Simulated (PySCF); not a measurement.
Geometry (Å), atoms numbered from 1 in this order:
```xyz
19

C     2.0388   -0.7150   -1.0838
C     1.1061   -0.5788    0.0916
O     0.0677    0.3737   -0.1940
C    -1.1924   -0.1288   -0.6672
C    -2.0901   -0.5801    0.4583
B     0.1241    1.7930    0.6547
F    -0.0301    1.4106    1.9529
F    -0.9188    2.4905    0.1377
F     1.3613    2.2631    0.3560
H     2.8433   -1.4254   -0.8422
H     1.5158   -1.0851   -1.9785
H     2.4888    0.2601   -1.3156
H     0.6279   -1.5317    0.3661
H     1.6227   -0.1988    0.9820
H    -1.6375    0.7013   -1.2289
H    -0.9632   -0.9409   -1.3740
H    -2.3237    0.2599    1.1257
H    -3.0314   -0.9685    0.0418
H    -1.6289   -1.3807    1.0556
```

Geometry: PBE0-D3(BJ)/def2-SVP; GIAO absolute shieldings from PySCF 2.14.0 with density-fitted response routines, gas phase, non-relativistic, averaged over equivalent atoms.

At BHandHLYP/pcSseg-2 (464 basis functions, roughly 100 core-seconds):
```csv
atoms,σ (ppm)
C2/C4,116.5
C1/C5,170.0
O3,270.5
B6,103.6
F7/F8/F9,349.3
H13/H14/H15/H16,27.58
H10/H11/H12/H17/H18/H19,30.13
```

What do these become at LC-wPBE/pcSseg-2?

Answers


| atoms | σ at LC-wPBE/pcSseg-2 | change |
| --- | --- | --- |
| C2/C4 | 119.2 | +2.7 |
| C1/C5 | 174.4 | +4.4 |
| O3 | 272.9 | +2.4 |
| B6 | 99.0 | -4.6 |
| F7/F8/F9 | 341.7 | -7.6 |
| H13/H14/H15/H16 | 27.41 | -0.17 |
| H10/H11/H12/H17/H18/H19 | 30.03 | -0.10 |

The largest change is at F7/F8/F9 (fluorine bonded to B). Cost: 464 basis functions, about 2.7 core-minutes.
